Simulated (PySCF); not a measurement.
# Electronic absorption of C8H16Si

Compound: C₈H₁₆Si.
Structure used (PBE0-D3(BJ)/def2-SVP), in Å, numbered top down from 1:
```
atom  x, y, z in Å
C1    -2.6704   -0.8175    0.8659
C2    -1.3570   -0.2668    0.3811
C3    -1.3569    1.1401   -0.2361
C4     0.1470    1.2758   -0.5756
C5     0.6467   -0.0869   -0.0687
C6     2.1182   -0.4070   -0.2108
Si7    3.2837    0.6757    0.8080
C8    -0.4538   -1.0296   -0.6166
C9    -0.1014   -0.1967    1.2834
H10   -3.1060   -0.1721    1.6459
H11   -3.3989   -0.8828    0.0415
H12   -2.5517   -1.8258    1.2913
H13   -1.7067    1.8999    0.4808
H14   -2.0060    1.1960   -1.1241
H15    0.3381    1.4007   -1.6533
H16    0.6304    2.1167   -0.0542
H17    2.3059   -1.4530    0.0887
H18    2.4201   -0.3350   -1.2710
H19    2.9379    0.6013    2.2618
H20    3.2244    2.1099    0.3873
H21    4.6921    0.2015    0.6361
H22   -0.2887   -2.0754   -0.3142
H23   -0.6986   -0.9786   -1.6914
H24    0.1004   -1.1507    1.7949
H25   -0.0179    0.6384    1.9992
```

Computed with PySCF, TDDFT wB97X-D/def2-SVPD, vertical, gas phase, core orbitals frozen in the response.

Question: Predict the UV-vis stick spectrum at this level.

Answer: 

```csv
state,E (eV),E (hartree),f,"main configurations (H = HOMO, L = LUMO)"
S1,7.91,0.2907,0.039,"H→L (77%), H→L+2 (12%)"
S2,8.41,0.3092,0.026,"H-1→L (42%), H→L+1 (25%), H-2→L (9%)"
S3,8.44,0.3101,0.010,"H→L+1 (26%), H-1→L (24%), H→L+3 (17%)"
S4,8.51,0.3126,0.021,H→L+3 (42%)
S5,8.63,0.3171,0.026,"H-2→L (29%), H-1→L+1 (16%), H→L+2 (13%)"
S6,8.68,0.3189,0.129,"H→L+2 (44%), H→L+1 (11%)"
S7,8.74,0.3213,0.035,"H→L+5 (24%), H→L+4 (16%), H→L+6 (11%)"
S8,8.83,0.3246,0.029,"H-4→L (25%), H-3→L (16%)"
S9,8.85,0.3253,0.028,"H-2→L+1 (18%), H-1→L+1 (18%), H→L+4 (13%)"
S10,8.89,0.3268,0.023,"H-5→L (17%), H-1→L+1 (10%), H-2→L+1 (10%)"
```

Triplets, Tamm–Dancoff:

| state | E (eV) | λ (nm) | main configurations (H = HOMO, L = LUMO) |
| --- | --- | --- | --- |
| T1 | 7.64 | 162.3 | H→L (59%), H→L+2 (23%) |
| T2 | 8.26 | 150.2 | H→L+3 (49%), H→L+1 (12%) |
| T3 | 8.30 | 149.4 | H→L (19%), H→L+1 (19%), H→L+2 (10%) |
| T4 | 8.33 | 148.9 | H-1→L (56%) |

The lowest singlet comes at 157 nm (763 kJ/mol) in the vacuum ultraviolet; it is of moderate strength; its leading configuration is HOMO→LUMO (77%). The strongest level in the table is S6 at 8.68 eV (143 nm, f = 0.129). Löwdin shares by element: HOMO carbon 52% or more, silicon 12% (atoms not listed hold the other 36%); LUMO silicon 29%, hydrogen 11% or more, carbon 7% or more (atoms not listed hold the other 53%). Of the 10 states listed, 10 reach f = 0.01 and none stays under 0.0005. The listed states span 0.98 eV, and the widest gap between neighbours is 0.50 eV (S1 to S2). Orbital energies (eV): HOMO-3 -10.79, HOMO-2 -10.32, HOMO-1 -10.14, HOMO -9.71, LUMO 2.08, LUMO+1 2.44, LUMO+2 2.56. The vertical ionisation energy (ΔSCF) is 9.70 eV, 0.81 eV above S10. Only the lowest 10 singlets were computed, as vertical energies without vibronic structure.

One conformer stands for the species.

Without π bonds the low states are Rydberg-like; a valence basis with one diffuse set may place them up to an eV too high.
